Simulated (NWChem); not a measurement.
System: CH₅InO; SMILES [CH3][InH][OH]

NWChem input:

```
start job
memory heap 200 mb stack 900 mb global 1100 mb
geometry units angstroms noautosym nocenter noautoz
  In    -0.250447     0.047738     0.000940
  H     -1.919367     0.508161     0.005802
  C      0.781044    -1.835585    -0.001517
  H      0.572689    -2.384486     0.928632
  H      1.860910    -1.649452    -0.078169
  H      0.454742    -2.456174    -0.848585
  O      1.061405     1.571905    -0.001195
  H      0.644566     2.440100     0.003517
end
basis spherical
  * library sto-3g
end
dft
  xc b3lyp
  iterations 150
end
property
  response 1 0.0773
end
task dft property
```

Parts of the log:

```
             Northwest Computational Chemistry Package (NWChem) 7.3.0
             --------------------------------------------------------

                             Geometry "geometry" -> ""
                             -------------------------

 Output coordinates in angstroms (scale by  1.889725989 to convert to a.u.)

  No.       Tag          Charge          X              Y              Z
 ---- ---------------- ---------- -------------- -------------- --------------
    1 In                  49.0000    -0.25044700     0.04773800     0.00094000
    2 H                    1.0000    -1.91936700     0.50816100     0.00580200
    3 C                    6.0000     0.78104400    -1.83558500    -0.00151700
    4 H                    1.0000     0.57268900    -2.38448600     0.92863200
    5 H                    1.0000     1.86091000    -1.64945200    -0.07816900
    6 H                    1.0000     0.45474200    -2.45617400    -0.84858500
    7 O                    8.0000     1.06140500     1.57190500    -0.00119500
    8 H                    1.0000     0.64456600     2.44010000     0.00351700

 Effective nuclear repulsion energy (a.u.)     257.8406712858

                              NWChem Property Module
                              ----------------------

                                 NWChem DFT Module
                                 -----------------

 Summary of "ao basis" -> "ao basis" (spherical)
 ------------------------------------------------------------------------------
       Tag                 Description            Shells   Functions and Types
 ---------------- ------------------------------  ------  ---------------------
 In                          sto-3g                 11       27   5s4p2d
 H                           sto-3g                  1        1   1s
 C                           sto-3g                  3        5   2s1p
 O                           sto-3g                  3        5   2s1p

            General Information
            -------------------
          SCF calculation type: DFT
          Wavefunction type:  closed shell.
          No. of atoms     :     8
          No. of electrons :    68
           Alpha electrons :    34
            Beta electrons :    34
          Charge           :     0
          Spin multiplicity:     1
          Use of symmetry is: off; symmetry adaption is: off
          Maximum number of iterations: 150
          AO basis - number of functions:    42
                     number of shells:    22
          Convergence on energy requested:  1.00D-06
          Convergence on density requested:  1.00D-05
          Convergence on gradient requested:  5.00D-04

              XC Information
              --------------
                         B3LYP Method XC Potential
                     Hartree-Fock (Exact) Exchange  0.200
                        Slater Exchange Functional  0.800 local
                    Becke 1988 Exchange Functional  0.720 non-local
              Lee-Yang-Parr Correlation Functional  0.810
                  VWN I RPA Correlation Functional  0.190 local

             Grid Information
             ----------------
          Grid used for XC integration:  medium
          Radial quadrature: Mura-Knowles
          Angular quadrature: Lebedev.
          Tag              B.-S. Rad. Rad. Pts. Rad. Cut. Ang. Pts.
          ---              ---------- --------- --------- ---------
          In                  1.55      123           8.0       590
          H                   0.35       45          11.0       434
          C                   0.70       49          11.0       434
          O                   0.60       49          10.0       434
          Grid pruning is: on
          Number of quadrature shells:   446
          Spatial weights used:  Erf1

      Superposition of Atomic Density Guess
      -------------------------------------

 Sum of atomic energies:       -5796.07274092

      Non-variational initial energy
      ------------------------------

 Total energy =   -5796.012161
 1-e energy   =   -8547.931503
 2-e energy   =    2494.078671
 HOMO         =      -0.149465
 LUMO         =       0.228453

   convergence    iter        energy       DeltaE   RMS-Dens  Diis-err
 ---------------- ----- ----------------- --------- --------- ---------
 d= 0,ls=0.0,diis     1  -5799.5380645187 -6.06D+03  7.62D-02  5.73D-01
 d= 0,ls=0.0,diis     2  -5798.3602688372  1.18D+00  6.03D-02  7.31D+00
 d= 0,ls=0.0,diis     3  -5799.6673857068 -1.31D+00  4.40D-03  6.94D-03
 d= 0,ls=0.0,diis     4  -5799.6687849819 -1.40D-03  1.34D-03  1.81D-03
 d= 0,ls=0.0,diis     5  -5799.6691174750 -3.32D-04  3.86D-04  2.49D-04
  Resetting Diis
 d= 0,ls=0.0,diis     6  -5799.6691603682 -4.29D-05  6.06D-05  1.91D-06
 d= 0,ls=0.0,diis     7  -5799.6691608026 -4.34D-07  2.28D-05  1.13D-07
 d= 0,ls=0.0,diis     8  -5799.6691608085 -5.97D-09  1.24D-05  1.14D-07
 d= 0,ls=0.0,diis     9  -5799.6691608299 -2.14D-08  3.83D-06  1.88D-08

         Total DFT energy =    -5799.669160829909
      One electron energy =    -8540.735427509528
           Coulomb energy =     2655.833561616873
    Exchange-Corr. energy =     -172.607966223021
 Nuclear repulsion energy =      257.840671285766

 Numeric. integr. density =       67.999984493972

                       DFT Final Molecular Orbital Analysis
                       ------------------------------------

 Vector   32  Occ=2.000000D+00  E=-1.640934D-01
              MO Center=  6.9D-02, -5.3D-01,  1.0D-04, r^2= 2.2D+00
   Bfn.  Coefficient  Atom+Function         Bfn.  Coefficient  Atom+Function
  ----- ------------  ---------------      ----- ------------  ---------------
    23      0.438749  1 In d -2              27      0.435236  1 In d  2
    16     -0.393432  1 In py                32      0.374998  3 C  py
    31     -0.216550  3 C  px                28     -0.197406  2 H  s
    12      0.173998  1 In py                14      0.173081  1 In s
    15      0.160889  1 In px                18     -0.161076  1 In d -2

 Vector   33  Occ=2.000000D+00  E=-1.350752D-01
              MO Center=  8.8D-01,  1.4D+00, -2.2D-03, r^2= 1.1D+00
   Bfn.  Coefficient  Atom+Function         Bfn.  Coefficient  Atom+Function
  ----- ------------  ---------------      ----- ------------  ---------------
    41      0.907938  7 O  pz                17      0.321589  1 In pz
    24     -0.147298  1 In d -1              13     -0.115997  1 In pz
    26      0.108752  1 In d  1              19      0.054042  1 In d -1
    34     -0.044468  4 H  s                 36      0.042706  6 H  s
     9      0.041568  1 In pz                21     -0.039905  1 In d  1

 Vector   34  Occ=2.000000D+00  E=-1.327039D-01
              MO Center=  4.0D-01,  9.6D-01,  7.6D-04, r^2= 2.3D+00
   Bfn.  Coefficient  Atom+Function         Bfn.  Coefficient  Atom+Function
  ----- ------------  ---------------      ----- ------------  ---------------
    39      0.683718  7 O  px                27     -0.338812  1 In d  2
    23      0.329006  1 In d -2              15     -0.272737  1 In px
    38      0.271259  7 O  s                 28      0.259986  2 H  s
    16     -0.211993  1 In py                40      0.147265  7 O  py
    11      0.126555  1 In px                22      0.124226  1 In d  2

 Vector   35  Occ=0.000000D+00  E= 8.993517D-02
              MO Center= -1.1D-01,  1.8D-01,  1.8D-03, r^2= 2.6D+00
   Bfn.  Coefficient  Atom+Function         Bfn.  Coefficient  Atom+Function
  ----- ------------  ---------------      ----- ------------  ---------------
    17      0.998817  1 In pz                41     -0.395319  7 O  pz
    13     -0.335213  1 In pz                34     -0.121825  4 H  s
     9      0.119404  1 In pz                36      0.111894  6 H  s
     5     -0.046649  1 In pz                33     -0.038104  3 C  pz

 Vector   36  Occ=0.000000D+00  E= 1.816547D-01
              MO Center= -8.7D-02,  1.9D-01,  1.2D-03, r^2= 3.1D+00
   Bfn.  Coefficient  Atom+Function         Bfn.  Coefficient  Atom+Function
  ----- ------------  ---------------      ----- ------------  ---------------
    14      0.988427  1 In s                 28     -0.581869  2 H  s
    30     -0.445219  3 C  s                 38     -0.406842  7 O  s
    32     -0.397181  3 C  py                39      0.385755  7 O  px
    31      0.228738  3 C  px                25     -0.219931  1 In d  0
    42      0.203146  8 H  s                 10     -0.180054  1 In s

 Vector   37  Occ=0.000000D+00  E= 2.749733D-01
              MO Center= -2.2D-01,  4.7D-02, -2.3D-04, r^2= 3.0D+00
   Bfn.  Coefficient  Atom+Function         Bfn.  Coefficient  Atom+Function
  ----- ------------  ---------------      ----- ------------  ---------------
    16      0.862653  1 In py                15      0.564628  1 In px
    38     -0.489751  7 O  s                 39      0.405867  7 O  px
    28      0.361040  2 H  s                 30      0.359819  3 C  s
    32      0.311270  3 C  py                42      0.289737  8 H  s
    12     -0.245787  1 In py                14     -0.206041  1 In s

     Multipole analysis of the density
     ---------------------------------

     L   x y z        total         alpha         beta         nuclear
     -   - - -        -----         -----         ----         -------
     0   0 0 0     -0.000000    -34.000000    -34.000000     68.000000

     1   1 0 0     -0.361042     -2.560764     -2.560764      4.760486
     1   0 1 0      0.254966     -0.211762     -0.211762      0.678489
     1   0 0 1      0.003476     -0.034729     -0.034729      0.072934

     2   2 0 0    -29.375316    -57.260937    -57.260937     85.146559
     2   1 1 0     -0.405874      1.216503      1.216503     -2.838880
     2   1 0 1      0.017326      0.075078      0.075078     -0.132830
     2   0 2 0    -25.724520   -121.327187   -121.327187    216.929855
     2   0 1 1      0.002593     -0.024250     -0.024250      0.051093
     2   0 0 2    -23.473650    -14.573462    -14.573462      5.673274

 *** CALLING NEW AORESP DRIVER FOR CLOSED AND OPEN SHELLS ***
 Entering AOResponse driver routine

--------------------------------------------------------------------------------

          -----------------------------------------------
          Solving response equations for perturbing field
          -----------------------------------------------

 number of frequencies:     1
 frequency in a.u.:  0.7730000E-01
 Perturbing field: electric
 Using El. Dipole Length Gauge

 Setting up CPKS with frequency omega =      0.07730000 a.u.

                            NWChem Dynamic CPHF Module
                            --------------------------

    scftype = RHF
    nclosed =   34
      nopen =    0
  variables =      544
  num. vecs =        3
  tolerance =   1.0D-04
  max. iter =   50

 SCF residual:    2.2034223932303015E-005

Iterative solution of linear equations
  No. of variables      544
  No. of equations        3
  Maximum subspace       30
       Convergence  1.0D-04

   iter   nsub   residual    time
   ----  ------  --------  ---------
     1      3    6.51D+00       9.5
     2      6    1.48D+00      13.2
     3      9    1.33D-01      17.1
     4     12    1.59D-02      21.0
     5     15    1.66D-03      24.8
     6     18    4.37D-04      28.4
     7     21    6.90D-05      30.9

 Electric Dipole Response Matrix (nonzero elements):

              1        2        3
    1   24.8603   1.4437   0.0061
    2    1.4437  35.1958  -0.0110
    3    0.0061  -0.0110  19.6396

 ------------------------------------------
 average:        26.56523 + I       0.00000

 DFT Linear Response polarizability / au
 Frequency  =       0.0773000 / au
 Wavelength =     589.4353558 / nm
              X              Y              Z
 -----------------------------------------------
 X      24.8602949      1.4436929      0.0060711
 Y       1.4437130     35.1957637     -0.0110199
 Z       0.0060729     -0.0110199     19.6396169
 -----------------------------------------------
 Eigenvalues =      24.6624345     35.3936418     19.6395992
 Isotropic   =      26.5652252
 Anisotropic =      13.9387507
 -----------------------------------------------

 Magnetic Dipole Response Matrix (nonzero elements):
```

Level: B3LYP/STO-3G, non-relativistic. STO-3G and 3-21G are far too small for this property and stand as cheap habits. All runs use the structure optimised with PBE0/def2-SVP (def2 core potentials past Kr). B3LYP is NWChem's, with the RPA form of VWN correlation.
